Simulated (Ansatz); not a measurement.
Basis sets compared for [SnCl3]- (SnCl3⁻). Total charge -1; singlet. Geometry PBE-D4/def2-SVPD. Ansatz on 4 threads of Arm Neoverse V2 on a shared host; times are rough, and most runs start from earlier orbitals.

Cartesian coordinates in Å:
```
Sn 0.718 0.541 0.201
Cl 0.833 -1.927 0.801
Cl -0.004 0.310 -2.225
Cl -1.547 1.076 1.223
```

In the def2 sets Sn takes a core potential; there is no spin–orbit coupling.

```json
{"level": "PBE-D4/def2-SVPD", "functions": "113", "energy (Eh)": "-1594.1986", "HOMO (eV)": "-2.07", "LUMO (eV)": "2.15", "wall time": "0.75 s"}
{"level": "PBE0-D4/def2-SVPD", "functions": "113", "energy (Eh)": "-1594.3146", "HOMO (eV)": "-3.05", "LUMO (eV)": "2.82", "wall time": "1.2 s"}
```

(1) Estimate the rows for PBE-D4/def2-TZVPD, PBE0-D4/def2-TZVPD.

## Answers

(1) 
```csv
level,functions,energy (Eh),HOMO (eV),LUMO (eV),wall time
PBE-D4/def2-TZVPD,194,-1594.6586,-2.00,2.19,1.4 s
PBE0-D4/def2-TZVPD,194,-1594.7696,-2.98,2.84,2.3 s
```
